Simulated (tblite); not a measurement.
Compound: C4H12SeSi2.
SMILES with atom numbers: `[CH2:1]=[CH:2][CH2:3][CH2:4][SiH2:5][SiH2:6][SeH:7]` (hydrogens: H8, H9 on C1; H10 on C2; H11, H12 on C3; H13, H14 on C4; H15, H16 on Si5; H17, H18 on Si6; H19 on Se7)

Computed with GFN2-xTB (tblite), gas phase: L-BFGS steps from a force-field or distance-geometry start until the largest atomic force falls under 0.01 eV/Å.

At the end of the run (lengths in Å): Se7–H19 1.434, Si5–Si6 2.329, C4–Si5 1.905, Si6–Se7 2.313, C4–H13 1.092, C3–H12 1.094, C3–C4 1.533, Si5–Si6–Se7 111.8°, C1–C2–C3 124.3°, C2–C3–C4 110.6°, C4–Si5–Si6 110.1°, C1–C2–C3–C4 113°, C2–C3–C4–Si5 180°, C3–C4–Si5–Si6 57°, H10–C2–C3–C4 -66°, H11–C3–C2–C1 -8°.

Question: These geometries were met on the way; a selection of coordinates is given. Order them by energy above the end point, lowest first.
A. Se7–H19 1.539, Si5–Si6 2.236, C4–Si5 1.866, Si6–Se7 2.282, C4–H13 1.123, C3–H12 1.116, C3–C4 1.512, Si5–Si6–Se7 109.0°, C1–C2–C3 121.0°, C2–C3–C4 112.0°, C4–Si5–Si6 109.7°, C1–C2–C3–C4 70°, C2–C3–C4–Si5 178°, C3–C4–Si5–Si6 64°, H10–C2–C3–C4 -110°, H11–C3–C2–C1 -53°
B. Se7–H19 1.419, Si5–Si6 2.296, C4–Si5 1.897, Si6–Se7 2.325, C4–H13 1.097, C3–H12 1.093, C3–C4 1.520, Si5–Si6–Se7 108.0°, C1–C2–C3 123.1°, C2–C3–C4 112.4°, C4–Si5–Si6 108.3°, C1–C2–C3–C4 69°, C2–C3–C4–Si5 179°, C3–C4–Si5–Si6 63°, H10–C2–C3–C4 -109°, H11–C3–C2–C1 -52°
C. Se7–H19 1.439, Si5–Si6 2.339, C4–Si5 1.911, Si6–Se7 2.309, C4–H13 1.092, C3–H12 1.093, C3–C4 1.538, Si5–Si6–Se7 108.3°, C1–C2–C3 123.6°, C2–C3–C4 110.7°, C4–Si5–Si6 108.4°, C1–C2–C3–C4 71°, C2–C3–C4–Si5 179°, C3–C4–Si5–Si6 62°, H10–C2–C3–C4 -108°, H11–C3–C2–C1 -49°
D. Se7–H19 1.460, Si5–Si6 2.286, C4–Si5 1.894, Si6–Se7 2.294, C4–H13 1.077, C3–H12 1.084, C3–C4 1.550, Si5–Si6–Se7 107.8°, C1–C2–C3 122.8°, C2–C3–C4 110.5°, C4–Si5–Si6 108.9°, C1–C2–C3–C4 70°, C2–C3–C4–Si5 179°, C3–C4–Si5–Si6 64°, H10–C2–C3–C4 -110°, H11–C3–C2–C1 -51°
E. Se7–H19 1.434, Si5–Si6 2.331, C4–Si5 1.906, Si6–Se7 2.321, C4–H13 1.094, C3–H12 1.092, C3–C4 1.535, Si5–Si6–Se7 113.0°, C1–C2–C3 123.3°, C2–C3–C4 109.5°, C4–Si5–Si6 109.8°, C1–C2–C3–C4 86°, C2–C3–C4–Si5 180°, C3–C4–Si5–Si6 56°, H10–C2–C3–C4 -90°, H11–C3–C2–C1 -34°

Answer: E (0.043 eV), C (0.074 eV), B (0.126 eV), D (0.223 eV), A (0.394 eV).

```json
{"step": "37", "E above end (eV)": "0.043", "rms distance from the end, all atoms (Å)": "0.365", "largest force (eV/Å)": "0.153", "rms shift of all bonds from the end (Å)": "0.003"}
{"step": "11", "E above end (eV)": "0.074", "rms distance from the end, all atoms (Å)": "0.459", "largest force (eV/Å)": "0.205", "rms shift of all bonds from the end (Å)": "0.004"}
{"step": "6", "E above end (eV)": "0.126", "rms distance from the end, all atoms (Å)": "0.466", "largest force (eV/Å)": "0.605", "rms shift of all bonds from the end (Å)": "0.010"}
{"step": "2", "E above end (eV)": "0.223", "rms distance from the end, all atoms (Å)": "0.474", "largest force (eV/Å)": "0.735", "rms shift of all bonds from the end (Å)": "0.016"}
{"step": "0", "E above end (eV)": "0.394", "rms distance from the end, all atoms (Å)": "0.478", "largest force (eV/Å)": "1.281", "rms shift of all bonds from the end (Å)": "0.038"}
```

Rows stand in the order of the answer.
